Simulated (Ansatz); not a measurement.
Reaction (formal exchange of groups at a P–Si bond): `CC[SiH](O)P` + `B1C[SiH2]1` → `PB1C[SiH2]1` + `CC[SiH2]O`

Isolated molecules relaxed with PBE0-D4/def2-TZVP in Ansatz; ΔE leaves out vibrations. CCSD(T)/CBS is the MP2 limit (def2-TZVPP, def2-QZVPP) plus CCSD(T) − MP2 in def2-TZVPP, frozen cores. Functionals use def2-TZVPP. B3LYP here is the variant with VWN-RPA as its local correlation; programs differ in this. One conformer a species, not always the lowest.

```tsv
level	ΔE (kJ/mol)	difference from CCSD(T)/CBS
PBE-D4	-9.3	-0.7
r2SCAN-D4	-13.7	-5.1
PBE0-D4	-11.2	-2.6
B3LYP-D4	-11.3	-2.7
ωB97X-V	-13.1	-4.5
ωB97M-V	-7.4	1.2
B2PLYP	-13.9	-5.3
PBE	-11.8	-3.2
r2SCAN	-14.5	-5.9
PBE0	-13.5	-4.9
B3LYP	-15.1	-6.5
HF/def2-TZVPP	-23.3	-14.7
MP2/def2-TZVPP	-11.2	-2.6
SCS-MP2/def2-TZVPP	-12.5	-3.9
CCSD/def2-TZVPP	-12.8	-4.2
CCSD(T)/def2-TZVPP	-10.5	-1.9
HF/def2-QZVPP	-23.2	-14.6
MP2/def2-QZVPP	-10.1	-1.5
SCS-MP2/def2-QZVPP	-11.6	-3.0
HF/CBS(def2)	-23.2	-14.6
MP2/CBS(def2)	-9.3	-0.7
CCSD/CBS(def2)	-10.9	-2.3
CCSD(T)/CBS	-8.6	0
```

Largest T1 diagnostic among the species: 0.017.

In def2-TZVPP, CCSD(T) changes the Hartree–Fock value by +12.8 kJ/mol (the triples alone add +2.3 kJ/mol) and MP2 by +12.0 kJ/mol. The D4 term adds +3.8 kJ/mol with B3LYP and +2.3 kJ/mol with PBE0; it sums over pairs of atoms, weighted by their polarisabilities, and B3LYP, whose exchange is more repulsive, gets the larger term.
